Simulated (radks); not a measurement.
The argon ion Ar3+, configuration [Ne] 3s2 3p2 4p1 (not the ground configuration). Method: scalar-relativistic Kohn-Sham, PBEsol, spin-polarised, spherical densities, finite nucleus; open shells are filled with parallel spins first; Fermi nuclear charge, rms radius 3.4274 fm; computed with a radial shooting solver on a logarithmic mesh with Libxc functionals.

Local quantities along the radius. ELF = 1/(1 + alpha^2) is the electron localisation function; alpha = (tau - tau_W)/tau_unif compares the Pauli kinetic energy density with that of the uniform gas (summed over spins). tau is taken from the large components.

```
   r/bohr * ELF (the largest magnitude, 1, reaches the edge; | marks zero)
 0.006127 |                                                      *
 0.006963 |                                                      *
 0.007914 |                                                      *
 0.009067 |                                                      *
  0.01031 |                                                      *
  0.01171 |                                                      *
  0.01342 |                                                      *
  0.01525 |                                                      *
  0.01733 |                                                      *
  0.01986 |                                                      *
  0.02257 |                                                      *
  0.02565 |                                                      *
  0.02916 |                                                      *
   0.0334 |                                                      *
  0.03796 |                                                      *
  0.04315 |                                                      *
  0.04943 |                                                     *
  0.05618 |                                                     *
  0.06386 |                                                    *
  0.07316 |                                                 *
  0.08315 |                                           *
   0.0945 |                                 *
   0.1074 |                       *
   0.1231 |               *
   0.1399 |            *
    0.159 |             *
   0.1821 |                   *
    0.207 |                            *
   0.2352 |                                    *
   0.2695 |                                          *
   0.3063 |                                             *
   0.3482 |                                              *
   0.3957 |                                              *
   0.4533 |                                           *
   0.5152 |                                  *
   0.5856 |                   *
   0.6709 |       *
   0.7625 |     *
   0.8667 |           *
   0.9929 |                            *
    1.128 |                                          *
    1.283 |                                              *
    1.458 |                                            *
     1.67 |                                  *
    1.898 |             *
    2.157 |   *
    2.472 |  *
    2.809 |      *
    3.193 |                *
    3.658 |                      *
    4.157 |                     *
    4.725 |              *
     5.37 |      *
    6.153 | *
    6.993 *
    7.948 *
```

On this mesh the ELF has minima near r = 0.14, 0.76, 2.5 bohr, which separate the shells, and maxima near 0.35 (0.86), 1.3 (0.86), 3.7 (0.43).
